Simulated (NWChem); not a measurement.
CH$_{8}$O$_{2}$Si$_{3}$; SMILES O[Si@]1([SiH3])OC[SiH2]1

```xyz
14

O      1.9712    -0.7568     0.3214
Si     0.4040    -0.2796     0.0064
Si    -0.8119    -2.2889     0.0872
O      0.2519     0.5687    -1.4526
C     -0.3636     1.8571    -1.1443
Si    -0.4579     1.7623     0.7932
H      2.6512    -0.0695     0.2531
H     -0.6731    -2.9247     1.4272
H     -0.3536    -3.2505    -0.9532
H     -2.2562    -1.9984    -0.1385
H     -1.3401     1.9203    -1.6380
H      0.2691     2.6569    -1.5457
H      0.4244     2.7368     1.4993
H     -1.8289     1.8641     1.3692
```
Atoms are numbered in this order, from 1.

Level: B3LYP/6-31G* (spherical d) (NWChem), optimised geometry, unscaled harmonic frequencies. B3LYP is NWChem's, with the RPA form of VWN correlation.

**Question.** List the harmonic frequencies with IR intensities, and the thermochemistry.

**Answer.** 
```
frequency (cm⁻¹)  IR intensity (km/mol)
----------------  ---------------------
77                                  0.7
88                                  0.0
97                                  1.5
146                                 2.1
192                                 7.1
224                                37.4
317                                43.1
369                                66.4
413                                17.2
433                                 4.2
484                                20.9
524                                20.9
545                                38.5
557                                43.1
649                                16.3
720                                94.5
782                               150.9
845                                13.8
868                               370.3
885                               176.9
914                                35.6
943                                50.7
947                                54.9
951                                68.4
976                               109.7
1211                                0.4
1285                                6.1
1512                                1.0
2216                              158.7
2230                               36.1
2235                              139.1
2242                              151.2
2247                              127.5
3054                               48.3
3100                               21.7
3773                               59.8
```

```json
{
 "zero_point_energy": "55.8 kcal/mol",
 "thermal correction to the enthalpy at 298.15 K (with zero-point energy)": "62.5 kcal/mol",
 "heat capacity Cv": "34.9 cal/(mol K)",
 "entropy at 298.15 K and 1 atm (symmetry number 1)": "96.1 cal/(mol K)",
 "dipole_moment": "2.05 D"
}
```

Rigid rotor and harmonic oscillator; modes under 100 cm⁻¹ make the entropy uncertain.
